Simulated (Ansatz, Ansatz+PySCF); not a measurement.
```xyz
4

B     0.0078    0.0033    0.0053
H     1.2005    0.0045   -0.0065
H    -0.6064    1.0543   -0.0012
H    -0.5949   -1.0489    0.0038
```

Basis set: def2-SVP (spherical functions). Frozen core: 1 orbital. Charge 0, multiplicity 1.

Computed with Ansatz (development build ahead of 0.2.0); each method stands on the lowest determinant of its kind that the runs found. Restricted open shells among the atoms or ions are ROHF, correlated in semicanonical orbitals with singles.

The atomization energy at this shape (free ground-state atoms in the same class of orbitals less the molecule, no zero-point energy) of singlet BH3:

| method | atomization energy |
| --- | --- |
| RHF-CCSD(T) | 11.74 eV |
| RHF | 10.20 eV |
| UHF | 10.12 eV |

Task: What does RHF-MP2 give?

Result: 11.66 eV.
